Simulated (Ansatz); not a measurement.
Cartesian coordinates (Å):
```xyz
8

C     -1.0776    -0.0927     0.0016
C      0.2203     0.5954     0.0374
B      1.2927     1.4211     0.0850
B      1.7143    -0.0102    -0.0129
H     -1.6490     0.1244     0.9055
H     -1.6651     0.2471    -0.8527
H     -0.9603    -1.1744    -0.0749
H      2.1246    -1.1107    -0.0890
```
Charge +1, spin multiplicity 2.

All values below come from Ansatz (a program for electronic structure) with frozen-core CCSD(T)/cc-pVTZ // CAM-B3LYP-D3(BJ)/def2-TZVP. The geometry is that of the parent before the electron was removed.

- HF energy = -127.00876 Ha
- MP2 correlation energy = -0.47776 Ha

Q: Estimate the CCSD correlation energy, the (T) correction, the total energy and the T1 diagnostic.

A: 
| Quantity | Value |
|---|---|
| CCSD correlation energy | -0.50913 Ha |
| (T) correction | -0.02649 Ha |
| CCSD(T) total energy | -127.54438 Ha |
| T1 diagnostic | 0.020 |
